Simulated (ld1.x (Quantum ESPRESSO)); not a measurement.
# An all-electron radial function and its pseudo partner (rubidium (Rb))

Columns: radius, all-electron u(r) and pseudo u(r) of the 4p shell (level -15.96 eV) of rubidium in the configuration [Ar] 3d10 4s2 4p6 5s1 5p0; PBE, scalar-relativistic, TM scheme, ld1.x (Quantum ESPRESSO) 7.5.

```tsv
r (bohr)	all-electron	pseudo
0.210	-0.0848	0.0328
0.420	-0.3872	0.1309
0.630	-0.0233	0.2914
0.840	0.4008	0.4955
1.050	0.6823	0.6920
1.260	0.8162	0.8152
1.470	0.8420	0.8420
1.680	0.8015	0.8015
1.890	0.7264	0.7264
2.100	0.6377	0.6377
2.310	0.5479	0.5479
2.520	0.4636	0.4636
2.730	0.3882	0.3882
2.940	0.3224	0.3224
3.150	0.2662	0.2662
3.360	0.2188	0.2188
3.570	0.1792	0.1792
3.780	0.1463	0.1463
3.990	0.1193	0.1193
4.200	0.0971	0.0971
4.410	0.0790	0.0790
4.620	0.0642	0.0642
4.830	0.0521	0.0521
5.040	0.0423	0.0423
5.250	0.0343	0.0343
5.460	0.0277	0.0277
```

Q: How many radial nodes do the two functions have?

A: The all-electron 4p function has n − l − 1 = 2 (the table is too coarse to show those close to the nucleus); the pseudo-wave has 0, since the states of the same l below it are removed with the core.

Q: At about which radius was the pseudo-wave matched?

A: 1.60 bohr, where the columns begin to agree (steps of 0.21 bohr).

Q: Is the pseudo-wave norm-conserving?

A: Yes: the TM scheme keeps the norm inside the radius equal to the all-electron one, which fixes the energy derivative of the logarithmic derivative at the level.
